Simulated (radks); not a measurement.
Results of a calculation; reference values are marked as such.
Spherical quantum dot in the effective-mass picture: electrons in a parabolic well V = omega^2 r^2 / 2 with omega = 1.01, with a point charge +2 (a donor) at the centre, all in effective atomic units (hartree* = m*/eps^2 hartree, bohr* = eps/m* bohr), one dielectric constant everywhere. Level of theory: non-relativistic Kohn-Sham, LDA (Slater exchange, Perdew-Wang correlation), spin-polarised, spherical densities (a radial shooting solver with Libxc functionals). Levels are named by radial order and angular momentum (1s, 1p, 1d, 2s, ...), and open shells are averaged over m. Results are scaled to m* = 0.258 and eps = 5.3, for which hartree* = 249.9 meV and bohr* = 1.087 nm.

N = 4, configuration 1s2 1p(up 2, down 0). This is the lowest configuration that the search found. Occupied and some empty levels:

level,occupation,eigenvalue (meV),<r> (nm)
1s up,1,352.39,0.8540
1s down,1,375.00,0.8352
1p up,2,779.78,1.582
1p down,0,815.48,1.590
2s up,0,894.49,1.731
2s down,0,921.13,1.756
1d up,0,1043.7,1.957
1d down,0,1076.0,1.980
1f up,0,1294.5,2.247
1f down,0,1321.1,2.273

Energy (meV): total 806.617, kinetic 1567.2, external -1883.9, Hartree 1643.4, exchange-correlation -520.08.

Electron density:

r (nm),n(r) (e/nm^3)
0.123,2.204
0.329,1.085
0.534,0.5729
0.740,0.3296
0.945,0.2064
1.15,0.1374
1.36,0.09333
1.56,0.06240
1.77,0.03996
1.97,0.02410
2.18,0.01356
2.38,0.007054
2.59,0.003410
